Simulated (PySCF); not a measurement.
## Ionisation energy of Tl⁷¹⁺ by level of theory

Tl⁷¹⁺ [Ne] (1S) → Tl⁷²⁺ [He] 2s2 2p5 (2P), as a difference of total energies. Calculation: PySCF 2.14, in an uncontracted even-tempered set (18 s from 53 bohr⁻², ratio 2.2; 13 p from 68 bohr⁻², ratio 2.2; 5 d from 270 bohr⁻², ratio 2.4; 5 f from 400 bohr⁻², ratio 2.4; 4 g from 600 bohr⁻², ratio 2.4); scalar relativity by spin-free X2C-1e. Correlated levels: nothing frozen; virtual orbitals above 40 to 60 times the deepest correlated orbital energy dropped. The calculations carry no spin-orbit coupling.

| method | ionisation energy (eV) |
| --- | --- |
| UHF | 19729.0 |
| LDA | 19721.0 |
| PBE | 19723.2 |
| r2SCAN | 19730.4 |
| B97-3 | 19724.7 |
| revPBE | 19722.7 |
| SCS-MP2 (all electrons) | 19730.8 |

Q: Estimate what MP2 (all electrons) gives.

A: 19731.0 eV, closest to SCS-MP2 (all electrons) among the rows shown.

Q: Estimate what PBE0 gives.

A: 19725.2 eV, closest to B97-3 among the rows shown.

A first-order spin-orbit estimate (lowest level to lowest level, LS coupling) adds -643.3 eV.

For this ion Breit and QED terms and the two-electron picture change, all absent here, outweigh the differences among the correlated methods.

For comparison: 19070 ± 60 eV (theoretical estimate listed by NIST; NIST Atomic Spectra Database, ionization energies).
